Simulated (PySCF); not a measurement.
Excitations are Tamm–Dancoff values on a coarser integration grid. The basis has no diffuse functions, so Rydberg states are missing or too high.

## HF₃SSi, SMILES `F[Si](F)(F)S` (charge 0, multiplicity 1)

Level of theory: r2SCAN-D4/def2-TZVP (PySCF).

| Property | Result |
|---|---|
| HOMO | -7.55 eV |
| dipole moment | 1.53 D |
| HOMO–LUMO gap | 6.78 eV |
| LUMO | -0.77 eV |
| S1 excitation (TDA) | 6.90 eV |
| S1 oscillator strength | 0.000 |
| T1 excitation (TDA) | 6.19 eV |
| S1–T1 gap (TDA) | 0.71 eV |
| total energy | -26886.23 eV |
| cost | roughly 6 core-minutes |

```xyz
6

F     -1.5536    -1.1011    -0.3492
Si    -0.4712    -0.0035    -0.0358
F     -0.6160     1.1586    -1.0899
F     -0.7985     0.6372     1.3660
S      1.4060    -0.9232    -0.0916
H      2.0332     0.2321     0.2004
```
